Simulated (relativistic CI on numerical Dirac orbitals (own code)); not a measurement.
**d5 in a ligand field**

Computed with a parametric ligand-field model of a d^n configuration (Racah B and C, spin-orbit zeta, crystal field), exact diagonalisation.

Field parameters in Wybourne normalisation: Oh B⁴₀ = 21Dq, B⁴₄ = √(5/14) B⁴₀. The field is a parameter set, without covalency.

(1) Ground term and bands for B = 690, C = 3350, ζ = 0 cm⁻¹, Oh, 10Dq = 3250 cm⁻¹?

(2) Ground term and bands for B = 870, C = 3870, ζ = 0 cm⁻¹, Oh, 10Dq = 5000 cm⁻¹?

(3) Ground term and bands for B = 810, C = 2940, ζ = 0 cm⁻¹, Oh, 10Dq = 7000 cm⁻¹?

(4) Ground term and bands for B = 980, C = 4540, ζ = 0 cm⁻¹, Oh, 10Dq = 25750 cm⁻¹?

(5) Ground term and bands for B = 570, C = 2800, ζ = 0 cm⁻¹, Oh, 10Dq = 5500 cm⁻¹?

Results:

(1) Ground term 6A1 with 2.00 electrons in the two orbitals of the cubic e set. Spin-allowed: none. Lowest spin-forbidden: 4T1 22145 cm⁻¹ (452 nm), 4T2 23330 cm⁻¹ (429 nm), 4A1+E 23650 cm⁻¹ (423 nm). A high-spin d5 ion has no spin-allowed d-d band, hence its pale colour.

(2) Ground term 6A1 with 2.00 electrons in the two orbitals of the cubic e set. Spin-allowed: none. Lowest spin-forbidden: 4T1 25280 cm⁻¹ (396 nm), 4T2 27408 cm⁻¹ (365 nm), 4A1+E 28050 cm⁻¹ (357 nm). A high-spin d5 ion has no spin-allowed d-d band, hence its pale colour.

(3) Ground term 6A1 with 2.00 electrons in the two orbitals of the cubic e set. Spin-allowed: none. Lowest spin-forbidden: 4T1 17727 cm⁻¹ (564 nm), 4T2 21223 cm⁻¹ (471 nm), 4A1+E 22800 cm⁻¹ (439 nm). A high-spin d5 ion has no spin-allowed d-d band, hence its pale colour.

(4) Ground term 6A1 with 2.00 electrons in the two orbitals of the cubic e set. Spin-allowed: none. Lowest spin-forbidden: 2T2 5261 cm⁻¹ (1901 nm), 4T1 10531 cm⁻¹ (950 nm), 4T2 17356 cm⁻¹ (576 nm). A high-spin d5 ion has no spin-allowed d-d band, hence its pale colour.

(5) Ground term 6A1 with 2.00 electrons in the two orbitals of the cubic e set. Spin-allowed: none. Lowest spin-forbidden: 4T1 16094 cm⁻¹ (621 nm), 4T2 18452 cm⁻¹ (542 nm), 4A1+E 19700 cm⁻¹ (508 nm). A high-spin d5 ion has no spin-allowed d-d band, hence its pale colour.
